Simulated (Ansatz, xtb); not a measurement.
System: PbBr, charge 1, multiplicity 1. SMILES: [Pb+][Br]
Coordinates optimised at B3LYP-D3(BJ)/def2-TZVP (Ansatz, a first-principles code):
```xyz
2

Pb     0.0000     0.0000    -0.7513
Br     0.0000     0.0000     1.7602
```
Charge +1, spin multiplicity 1.

Harmonic wavenumbers from GFN2-xTB (xtb, at its own minimum), cm⁻¹: 238.

**Question.** Give the harmonic wavenumbers at B3LYP-D3(BJ)/def2-TZVP (Ansatz, finite differences of forces, unscaled).

**Answer.** 253 cm⁻¹. Zero-point energy 0.4 kcal/mol.

**Question.** From these and the geometry, give the ideal-gas thermochemistry at 298.15 K and 1 atm (rigid rotor, harmonic oscillator).

**Answer.** Point group C∞v, rotational symmetry number 1. Rotational constants 1.389, 1.389 GHz. S(trans) 42.86, S(rot) 18.69, S(vib) 1.71, S(elec, spin only) 0.00, S 63.3 cal/(mol K). H(298) - H(0) 2.38 kcal/mol; G - E(el) -16.1 kcal/mol.
